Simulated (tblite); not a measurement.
Q: Write a Z-matrix for `C[SiH]C(C)(C)Cl` [radical] as optimised with GFN2-xTB. (Doublet state.)

A: 
Z-matrix in Å and degrees, rows numbered from 1:
```
C 
Si  1  1.8968
C   2  1.9201  1  111.60
C   3  1.5174  2  113.92  1    52.65
C   3  1.5171  2  112.64  1  -179.43
Cl  3  1.8373  2  104.71  1   -63.75
H   1  1.0863  2  112.44  3   -67.31
H   1  1.0855  2  110.42  3   172.44
H   1  1.0885  2  110.44  3    53.31
H   2  1.4647  1  113.50  3  -123.55
H   4  1.0897  3  110.88  2  -175.50
H   4  1.0875  3  111.04  2   -55.10
H   4  1.0888  3  109.46  2    64.87
H   5  1.0886  3  109.44  2   -65.09
H   5  1.0875  3  110.87  2    54.47
H   5  1.0896  3  111.03  2   175.04
```

Of the pairs four or more bonds apart, H11···H16 is among the closest relative to their van der Waals radii: 2.50 Å, 104 % of the sum of Bondi's values. The 2 C–Si bonds span 1.897 Å (C1–Si2, drawn single) to 1.920 Å (Si2–C3, drawn single), a spread of 0.023 Å. Si2 (silicon bonded to 2 C and H) is pyramidal (angles 113.5°, 111.6° and 108.9°, sum 334.0°, 0.52 Å off the plane of its three neighbours).

Computed geometry: GFN2-xTB, gas phase. This method treats the open shell by occupation alone, without spin polarisation.

Point group: C1 (no symmetry element, even within 0.4 Å). Its GFN2-xTB frequencies are all real (lowest 56 cm⁻¹). Torsions: C1–Si2–C3–C4 53°.

The run took 0.79 s wall on one thread of an Arm Neoverse V2 (shared host). These figures are those of the optimisation.

One conformer stands for the species.
